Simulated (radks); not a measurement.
Results of a calculation; reference values are marked as such.
Task: These are the eigenvalues of the occupied orbitals of an atom or ion with whole-number occupations (eV). Code: a radial shooting solver on a logarithmic mesh with Libxc functionals. Model: scalar-relativistic Kohn-Sham, BLYP, spin-polarised, spherical densities, finite nucleus; Fermi nuclear charge, rms radius of each element as measured or else 0.836 A^(1/3) + 0.57 fm.

1s down: -18858.57
1s up: -18858.57
2s up: -2678.648
2s down: -2678.515
2p up: -2397.180
2p down: -2397.081
3s up: -485.5477
3s down: -485.4742
3p up: -393.5788
3p down: -393.4966
3d up: -243.2178
3d down: -243.0915
4s up: -103.6181
4s down: -102.8358
4p up: -78.9559
4p down: -78.0961
4d up: -43.7307

Which element is it, and in what charge state? The configuration may be excited. Open shells, if any, are filled with parallel spins first.

Result: Z = 41, niobium, charge +4: Nb4+ in [Kr] 4d1. The list shows which subshells hold electrons but not how many an open one holds; the 1s level, -693.04 hartree, gives Z - s = 37.2 by -(Z - s)^2/2, which with screening and relativity narrows Z to a few neighbours, and the depths of the outer levels then fix element, charge and occupations together.
